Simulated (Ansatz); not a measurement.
## triplet C: levels of theory in one basis

A single C atom.

Basis set: 6-31G (spherical functions). Left uncorrelated: 1 orbital. Correlation on ROHF uses semicanonical orbitals with singles. Charge 0, multiplicity 3.

Computed with Ansatz (development build ahead of 0.2.0); each method stands on the lowest determinant of its kind that the runs found.

```tsv
method	E − E(ROHF) (eV)	<S²> of the determinant
ROHF	0.00	2.00
UHF	-0.03	2.00
ROHF-MP2	-0.65	–
UHF-MP2	-0.66	2.00
ROHF-CCSD	-1.03	–
UHF-CCSD	-1.03	2.00
ROHF-CCSD(T)	-1.04	–
UHF-CCSD(T)	-1.04	2.00
UHF-BCCD(T)	-1.04	2.00
ROHF-CCSDT	-1.04	–
UHF-CCSDT	-1.05	2.00
UHF-CCSDT(Q)	-1.05	2.00
full CI (lowest root of this spin)	-1.04	–
```

Q: Is a single determinant a sound starting point here?

A: By this sign, yes. Unrestricted orbitals gain 0.03 eV and <S²> is 2.00 against 2.00 for a pure state.
